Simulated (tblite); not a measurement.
Species: C6H5F2 (doublet state).
Atom-mapped SMILES: `[F:1][C:2]1[CH:3]=[CH:4][CH:5]=[C:6]([F:7])[CH2:8]1` (hydrogens: H9 on C3; H10 on C4; H11 on C5; H12, H13 on C8)

Computed geometry: GFN2-xTB, gas phase. This method treats the open shell by occupation alone, without spin polarisation.

Problem. List the bond lengths, angles and torsions at this level.

Solution. 
```
          bond  length (pm)
  F1–C2, C6–F7        135.1
  C2–C3, C5=C6        135.4
  C3=C4, C4–C5        140.3
  C2–C8, C6–C8        148.8
 C3–H9, C5–H11        107.9
        C4–H10        107.6
C8–H12, C8–H13        110.2
```

Bonds in one row agree within 1 pm and their mean is given. A selection of angles:
```
     angle  degrees
  F1–C2–C3    120.4
  F1–C2–C8    114.6
  C3–C2–C8    125.0
  C2–C3–C4    120.2
  C2–C3–H9    119.4
  C4–C3–H9    120.4
  C3–C4–C5    119.8
 C3–C4–H10    120.1
 C6–C8–H12    110.5
  C2–C8–C6    109.7
 C2–C8–H13    110.5
H12–C8–H13    105.1
```

Dihedral angles: F1–C2–C3–C4 180° (antiperiplanar); C2–C3–C4–C5 0° (synperiplanar); C3–C4–C5–C6 0° (synperiplanar); C4–C5–C6–F7 180° (antiperiplanar); C5–C6–C8–C2 0° (synperiplanar); F1–C2–C8–C6 180° (antiperiplanar).

C3 (carbon bonded to 2 C and H) is planar (angles 120.4°, 120.2° and 119.4°, sum 360.0°, 0.00 Å off the plane of its three neighbours). The 6-membered ring C2–C3–C4–C5–C6–C8 has internal angles of 109.7° to 125.0°; it is planar, 0.00 Å rms from its mean plane, widest ring torsion 0°. C4 (carbon bonded to 2 C and H) is planar (angles 120.1°, 120.1° and 119.8°, sum 360.0°, 0.00 Å off the plane of its three neighbours). The 6 C–C bonds span 1.354 Å (C2–C3, drawn single in a drawing that doesn't fit all lengths) to 1.488 Å (C2–C8, drawn single in a drawing that doesn't fit all lengths), a spread of 0.134 Å. The 8 heavy atoms lie in one plane (0.001 Å rms). C2 (carbon bonded to 2 C and F) is planar (angles 125.0°, 120.4° and 114.6°, sum 360.0°, 0.00 Å off the plane of its three neighbours).

Point group: C2v (tolerance 0.08 Å). Its GFN2-xTB frequencies are all real (lowest 104 cm⁻¹).

Hardware: Arm Neoverse V1, one thread, shared host with 32 logical CPUs at a one-minute load of 19. Cost: under 0.1 s. This is the geometry optimisation.
